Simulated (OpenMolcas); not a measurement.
Ni2+ (d8) on a cation site of an ionic host was computed by SS-CASPT2, IPEA 0.25 Eh, imaginary shift 0.1 Eh with the d shell active (OpenMolcas, ANO-RCC-VTZP on the metal). Its lowest spin-free states, and all those of the highest spin:

| 2S+1 | Degeneracy | E (cm-1) |
| --- | --- | --- |
| 3 | 3 | 0 |
| 3 | 3 | 2600 |
| 3 | 1 | 7640 |
| 1 | 3 | 12470 |
| 1 | 2 | 13810 |
| 3 | 3 | 17480 |
| 1 | 3 | 21640 |
| 1 | 1 | 23820 |
| 1 | 3 | 24220 |
| 1 | 2 | 25070 |
| 1 | 1 | 52010 |

Question: Is the site octahedral, tetrahedral or cube-like, axial, or of lower symmetry?

Answer: The states with 2S+1 = 3 have orbital degeneracies 3, 3, 1, 3. Threefold states need a cubic site. For d8 at this spin an octahedron puts the single A2 below the threefold T2 and a tetrahedron or cube puts the threefold T1 below the threefold T2, so the site is a tetrahedron or a cube, which this pattern cannot tell apart. The run had Ni2+ with its 8 nearest fluoride ions at 2.212 Å, on the Ca site of CaF2 (a = 5.46294 Å, distance in the model lattice 2.366 Å). The rest of the host is ab initio model potentials to 7.6 Å and point charges beyond; the distance is set by hand and nothing relaxes. Ligand basis ANO-RCC-VDZP.

Roots that are degenerate in the reference are averaged as groups; the widest CASPT2 spread within a group is 870 cm-1 (the 3-fold group of multiplicity 1 near 24200 cm-1 above the lowest state of its run). Shifts and gaps below about the spread of the groups concerned are not significant. Over all roots computed the reference weight is 0.68 to 0.69; a low but even weight reflects the number of correlated electrons. An orbital triplet at a regular site is open to Jahn-Teller coupling, which can distort the site and quench the lowest spin-orbit gaps and is left out. A single d shell leaves out the double-shell effect, which counts most for late 3d ions, where the CASPT2 field can be off either way by tens of per cent. Ligand-to-metal charge-transfer states are missing. These CASPT2 states fit no ligand-field parameters well, so their order and spin gaps are uncertain. For late 3d ions with one d shell CASPT2 can put B and the spin-flip bands somewhat low as well as high. With one d shell and no ligand orbital active, 10Dq can be off by tens of per cent for divalent 3d ions, low with halides held by bare charges and at times high in hosts. Free-ion shares, where given, are those of the reference states; single-state CASPT2 does not remix them. No measured value stands beside these numbers; the geometry was set by hand and not optimised.
